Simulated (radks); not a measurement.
Q: Sb+, 50 electrons, occupied as [Kr] 4d10 5s1 5p(1/2: 2, 3/2: 1) (not the ground configuration). All-electron calculation, Dirac Kohn-Sham, relativistic LDA (MacDonald-Vosko exchange, VWN5 correlation), spin-unpolarised, spherical densities, finite nucleus; Fermi nuclear charge, rms radius 4.6802 fm. Program: a radial shooting solver on a logarithmic mesh with Libxc functionals. Some entries of the table are withheld. Estimate them.

orbital,occ.,eigenvalue (hartree),<r> (bohr),<r^2> (bohr^2)
1s1/2,2,-1106.770,0.02853,0.001102
2s1/2,2,-168.9069,0.1226,0.01778
2p1/2,2,-158.2723,0.1035,0.01317
2p3/2,4,-149.1051,0.1089,0.01446
3s1/2,2,-33.40218,0.3314,(1)
3p1/2,2,-29.01602,0.3216,0.1203
3p3/2,4,-27.32361,0.3329,0.1286
3d3/2,4,-19.50986,0.3037,0.1095
3d5/2,6,-19.15634,0.3073,0.1120
4s1/2,2,-5.79422,0.7918,0.7098
4p1/2,2,-4.30351,0.8328,0.7925
4p3/2,4,-3.98655,0.8623,0.8496
4d3/2,4,-1.61722,1.020,(2)
4d5/2,6,-1.57106,1.033,(3)
5s1/2,1,-0.79231,2.137,5.162
5p1/2,2,-0.48783,2.556,7.454
5p3/2,1,-0.45884,2.656,8.041

A: 
(1) 3s1/2 <r^2> (bohr^2): 0.1257
(2) 4d3/2 <r^2> (bohr^2): 1.228
(3) 4d5/2 <r^2> (bohr^2): 1.261
